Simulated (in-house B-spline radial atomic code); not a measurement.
Two electrons outside the [Ar] 3d10 core: Tb³⁵⁺

Computed with an all-electron radial atomic-structure program (B-spline basis): configuration interaction (CI) of the two valence electrons in the field of the frozen Dirac-Fock core, alone and with many-body perturbation theory for the core (screened one- and two-electron correlation potentials), Breit and QED terms; no-pair Dirac Hamiltonian, finite nucleus. Labels give the configuration (outer n counted up each series) and the leading LS term, or the jj pair where no LS term holds 70 %.

Command:
```bash
python run_mb.py task.json out
```
Settings (nuclear radius in fm, box in bohr, cutoff in hartree):
```
basis_form          3
Z                   65
core_configuration  [Ar] 3d10
rms_radius          5.06
mass_number         159
speed_of_light      137.036
box_radius          2.432
lmax                6
intervals           56
virtual_cutoff      8450.0
```

Time taken, with all properties: 61 s on 1 thread of Intel(R) Xeon(R) 6975P-C, on a shared host.

Excitation energies (eV):

```tsv
level	purity of the LS term	CI alone	CI + MBPT + Breit + QED
4s2 1S0	1.0	0	0
4s4p 3P°0	1.0	67.13	67.365
4s4p 3P°1	0.805	72.481	72.465
4s4p 3P°2	1.0	117.47	117.34
4s4p 1P°1	0.804	?	?
4p2 3P0	0.728	155.07	154.37
4p2 3P1	0.997	200.38	199.45
4p2 (1/2,3/2)2	0.662 (1D)	201.35	200.6
4s4d (1/2,3/2)2	0.353 (3P)	245.63	244.54
4s4d 3D1	1.0	245.98	244.69
4s4d (3/2,3/2)2	0.62 (3D)	250.9	249.59
4s4d 3D3	1.0	256.57	255.09
4p2 1S0	0.728	261.03	259.56
4s4d 1D2	0.877	270.27	268.2
4p4d 3F°2	0.774	316.82	315.78
4p4d (1/2,3/2)°1	0.564 (3D)	331.07	329.2
4p4d (1/2,5/2)°3	0.638 (3F)	334.36	332.85
4p4d (1/2,5/2)°2	0.466 (3P)	335.38	333.59
4p4d (3/2,3/2)°2	0.444 (3D)	372.61	370.79
4p4d (3/2,3/2)°3	0.446 (1F)	373.6	371.9
4p4d 3P°0	1.0	376.01	374.08
4p4d 3F°4	1.0	375.75	374.41
4p4d (3/2,3/2)°1	0.668 (3P)	377.01	374.96
4p4d (3/2,5/2)°2	0.517 (3P)	384.09	382
4p4d (3/2,5/2)°3	0.559 (3D)	?	?
4s4f 3F°2	0.992	391.84	390.01
4s4f 3F°3	0.988	393.23	391.3
4s4f 3F°4	1.0	395.33	393.24
4p4d 1P°1	0.739	396.67	394.32
4s4f 1F°3	0.935	408.61	405.92
```

Question: Where does 4s4p 1P°1 lie?

Answer: 132.81 eV in CI alone and 131.78 eV with all corrections.

Question: Where does 4p4d (3/2,5/2)°3 lie?

Answer: 386.46 eV in CI alone and 384.41 eV with all corrections.

Question: What is the first ionisation energy?

Answer: 1561.8 eV to the 4s1/2 state of the next ion (1561.8 eV from CI alone). NIST lists 1559 ± 5 eV (tabulated theory).

Some electric-dipole lines (reduced elements in atomic units, length form; vacuum wavelengths from the computed energies):

| upper | lower | D bare (size) | D with core polarisation (size) | λ (nm) | A (s⁻¹) |
| --- | --- | --- | --- | --- | --- |
| 4s4p 3P°1 | 4s2 1S0 | 0.274 | 0.264 | 17.11 | 9.4e+09 |
| 4p2 3P0 | 4s4p 3P°1 | 0.387 | 0.374 | 15.138 | 8.2e+10 |
| 4p2 3P1 | 4s4p 3P°0 | 0.387 | 0.374 | 9.3868 | 1.1e+11 |
| 4p2 3P1 | 4s4p 3P°1 | 0.302 | 0.292 | 9.7638 | 6.2e+10 |
| 4p2 (1/2,3/2)2 | 4s4p 3P°1 | 0.461 | 0.445 | 9.6764 | 8.9e+10 |
| 4s4d (1/2,3/2)2 | 4s4p 3P°1 | 0.545 | 0.527 | 7.2052 | 3e+11 |
| 4s4d 3D1 | 4s4p 3P°0 | 0.381 | 0.368 | 6.9918 | 2.7e+11 |
| 4s4d 3D1 | 4s4p 3P°1 | 0.296 | 0.287 | 7.1989 | 1.5e+11 |
| 4s4d (3/2,3/2)2 | 4s4p 3P°1 | 0.316 | 0.305 | 6.9998 | 1.1e+11 |
| 4p2 1S0 | 4s4p 3P°1 | 0.0295 | 0.0286 | 6.6268 | 5.7e+09 |

Weak lines are less accurate than strong ones.
